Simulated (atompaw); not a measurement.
**How hard is this ytterbium (Yb) PAW (atompaw) potential?**

atompaw 4.2.0.5 input, output lines left out:

```
Yb 70
LDA-PW scalarrelativistic loggrid 2001 logderivrange -6 5 276
6 6 5 4 0 0
6 1 0
5 2 0
0 0 0
c
c
c
c
v
v
c
c
c
v
v
c
c
v
v
3
2.75 2.35 2.50 1.80
n
n
y
1.35
n
y
0.5
n
custom polynom gramschmidtortho sinc
4 0 vpsmatchnc
1.30
2.75
2.35
2.75
2.75
2.75
1.30
1.30
```

The pseudo-atom Hamiltonian at the reference potential is diagonalised in spherical Bessel functions j_l(qr) that vanish at 20 bohr, with q² up to the cutoff. All-electron valence levels (Ry): 5s -4.0502, 6s -0.2999, 5p -2.0277, 6p -0.0850, 5d -0.0609, 4f -0.2387.

**Question.** How do the lowest levels (Ry) of each channel move with the cutoff, and are there ghosts?

**Answer.**

| cutoff (Ry) | s #1 | s #2 | p #1 | p #2 | p #3 | d #1 | d #2 | f #1 | f #2 | Σ f·Δε (mRy) |
| --- | --- | --- | --- | --- | --- | --- | --- | --- | --- | --- |
| 8 | -3.9086 | -0.2997 | -1.8971 | -0.0843 | 0.0511 | -0.0537 | 0.0621 | 0.1005 | 0.2126 | 5815.2 |
| 15 | -3.9361 | -0.2999 | -2.0266 | -0.0849 | 0.0510 | -0.0606 | 0.0609 | 0.1005 | 0.2125 | 4983.1 |
| 21 | -4.0024 | -0.2999 | -2.0272 | -0.0849 | 0.0510 | -0.0608 | 0.0609 | 0.1005 | 0.2124 | 4847.1 |
| 30 | -4.0411 | -0.2999 | -2.0277 | -0.0849 | 0.0510 | -0.0608 | 0.0609 | 0.1005 | 0.2121 | 4766.5 |
| 45 | -4.0490 | -0.2999 | -2.0277 | -0.0849 | 0.0510 | -0.0608 | 0.0609 | -0.0726 | 0.1006 | 2327.0 |
| 60 | -4.0497 | -0.2999 | -2.0277 | -0.0849 | 0.0510 | -0.0608 | 0.0609 | -0.2163 | 0.1006 | 314.1 |
| 80 | -4.0501 | -0.2999 | -2.0277 | -0.0849 | 0.0510 | -0.0608 | 0.0609 | -0.2331 | 0.1006 | 78.6 |
| 100 | -4.0501 | -0.2999 | -2.0277 | -0.0849 | 0.0510 | -0.0608 | 0.0609 | -0.2359 | 0.1006 | 38.2 |
| 140 | -4.0502 | -0.2999 | -2.0277 | -0.0849 | 0.0510 | -0.0608 | 0.0609 | -0.2382 | 0.1006 | 6.0 |
| 200 | -4.0502 | -0.2999 | -2.0277 | -0.0849 | 0.0510 | -0.0608 | 0.0609 | -0.2386 | 0.1006 | 0.8 |
| 260 | -4.0502 | -0.2999 | -2.0277 | -0.0849 | 0.0510 | -0.0608 | 0.0609 | -0.2386 | 0.1006 | 0.3 |
| 400 | -4.0502 | -0.2999 | -2.0277 | -0.0849 | 0.0510 | -0.0608 | 0.0609 | -0.2387 | 0.1006 | 0.0 |

Result: no extra level below or beside the all-electron valence levels (s, p, d, f tested); 10 mRy is reached at 120 Ry and 1 mRy at 200 Ry.
